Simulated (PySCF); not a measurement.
## Working with the constants of KSn

UHF-MP2 constants of KSn, ⁴Σ⁻ (quartet), unpaired electrons σ ↑, π ↑↑ (basis K def2-SVPD, Sn def2-SVPD with ECP28; scalar-relativistic core potentials; PySCF 2.14; masses 38.9637 and 119.9022 u):

* ωe: 136.1 cm⁻¹
* ωexe: 0.381 cm⁻¹
* Be: 0.051468 cm⁻¹
* αe: 0.000233 cm⁻¹
* De to K + Sn: 1.33 eV

(1) What force constant and bond length do these constants imply?

(2) Estimate the centrifugal constant D from the Kratzer relation and find the Dunham coefficient a1.

Correlated steps freeze 9 core orbitals. Correlated levels converge slowly with the basis: in double zeta they bind strong bonds too weakly, by up to about 1 eV, and carry superposition errors of some tenths. These are scalar-relativistic numbers at best; spin–orbit coupling would shift them, the dissociation energy most. The state is the lowest determinant that a PBE0 search found; another state may lie lower at other levels.

## Answers

(1) Reduced mass μred = 29.407 u; k = 5.8918×10⁻⁷·μred·ωe² (u, cm⁻¹, mdyn/Å) = 0.321 mdyn/Å; Re = √(16.8576/(μred·Be)) (u, cm⁻¹, Å) = 3.337 Å.

(2) D = 4Be³/ωe² = 2.94e-08 cm⁻¹; a1 = −1 − αeωe/(6Be²) = -3.00.
